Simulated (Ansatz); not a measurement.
The same molecule with X = O, S, Se, Te. Ansatz, PBE0-D4/def2-TZVP geometries, multiplicity 1.

Elements past krypton have def2 core potentials. Scalar relativity is left out up to krypton.

| X | molecule | mean X–B bond length / Å | mean X–C bond length / Å | HOMO energy (PBE/def2-TZVPP) / eV | HOMO energy (ωB97M-V/def2-TZVPP) / eV | HOMO–LUMO gap (PBE0/def2-TZVPP) / eV |
| --- | --- | --- | --- | --- | --- | --- |
| O | `BOC` | 1.339 | 1.413 | -7.11 | -10.96 | 8.25 |
| S | `BSC` | 1.749 | 1.809 | -6.74 | -10.02 | 6.80 |
| Te | `B[Te]C` | 2.085 | 2.142 | -5.91 | -8.85 | 5.35 |

Task: Give the row for X = Se, `B[Se]C`. (Estimate.)

Result: Computed: 
| X | molecule | mean X–B bond length / Å | mean X–C bond length / Å | HOMO energy (PBE/def2-TZVPP) / eV | HOMO energy (ωB97M-V/def2-TZVPP) / eV | HOMO–LUMO gap (PBE0/def2-TZVPP) / eV |
| --- | --- | --- | --- | --- | --- | --- |
| Se | `B[Se]C` | 1.884 | 1.951 | -6.40 | -9.55 | 6.20 |

From O to Te the mean X–B bond length rises at each step, by 0.746 Å in all; the mean X–C bond length rises at each step, by 0.729 Å in all; the HOMO energy (PBE/def2-TZVPP) rises at each step, by 1.20 eV in all; the HOMO energy (ωB97M-V/def2-TZVPP) rises at each step, by 2.11 eV in all; the HOMO–LUMO gap (PBE0/def2-TZVPP) falls at each step, by 2.90 eV in all. Bonds lengthen as the atom grows down the group.
